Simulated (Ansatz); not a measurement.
A made-up structure of CH₃OTe (charge -1), singlet:

C1  (-0.354, 0.497, -0.287)
Te2  (0.103, -0.852, 1.352)
O3  (1.537, -1.799, 0.603)
H4  (-0.622, -0.090, -1.167)
H5  (-0.303, -0.412, 2.933)
H6  (-1.191, 1.141, 0.000)
(Å)

It is relaxed with PBE-D4/def2-SVPD and then PBE0-D4/def2-TZVPD (Ansatz 0.2.0). Atoms count as bonded within 1.22 times the sum of their covalent radii (H–H: 0.88 Å). The end point is not checked to be a true minimum.

(1) Does its bonding change? (A judgement: the text doesn't fix the answer.)

Answers

(1) Computed: No: no bond forms or breaks.

Where it ends: The first stage lowers the energy by 2.00 eV in 19 steps. It ends as CH₃OTe ([CH2][TeH][O]), total charge -1:
C1  (-0.434, 0.263, -0.362)
Te2  (-0.047, -1.243, 0.907)
O3  (1.765, -1.260, 1.221)
H4  (-1.405, 0.123, -0.838)
H5  (-0.469, -0.673, 2.510)
H6  (-0.239, 1.273, -0.003)
(Å)

Labels in which every atom is bracketed show which atoms are joined, not bond orders.

For scale, one of the runs: PBE0-D4/def2-TZVPD relaxation, 163 basis functions, launched by `ansatz run in.yaml --threads 2 --pin off --events-out ev --progress --plain --max-ram 4352MiB`. The run took about 40 s on 2 CPU threads of an Arm Neoverse V1 (shared host).
